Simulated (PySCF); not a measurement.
**Computed properties of GeH3Br, SMILES [GeH3][Br]**

GeH3Br, SMILES [Br][GeH3]. The structure is a stationary point at B3LYP-D3(BJ)/def2-TZVP. Other conformers were not sampled. All values are computed for the isolated molecule unless a solvent is named; none is compared with measurement here.

**Structure.** The optimised structure has C3v symmetry. All 9 harmonic modes at B3LYP-D3(BJ)/def2-TZVP (PySCF) are real, so it is a minimum.

**Vibrations.** The strongest infrared lines (harmonic, unscaled, degenerate partners summed) lie at 832 cm⁻¹ (219 km/mol, H 98 %), 2169 cm⁻¹ (191 km/mol, H 98 %), 871 cm⁻¹ (91 km/mol, H 99 %). The softest mode is at 296 cm⁻¹ and the zero-point energy is 15.0 kcal/mol.

**Electronic structure.** M06-2X/def2-TZVPD (PySCF) places the frontier levels at -9.45 and -0.12 eV, a gap of 9.33 eV, and gives a dipole moment of 2.10 D and a mean polarisability of 54.4 bohr³.

**Excitations.** TDDFT-PBE0/def2-SVPD (PySCF) has S1 at 5.88 eV (211 nm, f = 0.029, weak); the most intense of the 10 singlets computed lies at 5.88 eV (f = 0.03). Strengths of degenerate partners are summed. T1 (TDA) is at 5.42 eV. No vertical singlet excitation falls in the visible range (under 3.1 eV).

**NMR.** GIAO shifts at PBE0/pcSseg-2 (PySCF) (non-relativistic, atoms alike by connectivity averaged): ¹H at 5.5 ppm against TMS. Without spin–orbit terms, shifts of atoms bonded to Cl or Br come out too high.
